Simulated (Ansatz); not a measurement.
Reaction (ligand exchange at the Sn–S bond): `CS[S][SnH3]` + `N[SiH3]` → `[SiH3][NH][SnH3]` + `CSS`

Calculated with Ansatz (gas phase, PBE0-D4/def2-TZVP geometries, no zero-point term in ΔE). CBS: MP2 limit from def2 TZ/QZ plus the TZ coupled-cluster correction, frozen cores. This one scheme is used for every species. DFT in def2-TZVPP. Elements past krypton have def2 core potentials. For Sn outer-core shells are correlated without core-valence functions, which leaves a few kJ/mol of doubt a bond. Each species was taken in one conformer, which may not be the lowest.

```csv
level,ΔE (kcal/mol)
r2SCANh-D4,14.9
r2SCANh,14.8
```

Problem. What does CCSD(T)/CBS give? (An estimate is asked.)

Solution. Computed: +13.9 kcal/mol. The listed levels differ from it by 1.0, 0.9 kcal/mol.

Largest T1 diagnostic among the species: 0.013.

At CCSD(T), def2-SVP lies −1.2 kcal/mol from the extrapolated value and def2-TZVPP −1.2 kcal/mol. Leaving LDA and LC-ωPBE aside and taking each functional with its dispersion term where it has one, the values, not all of them listed here, spread over 2.5 kcal/mol, from ωB97X-V to PBE-D4.
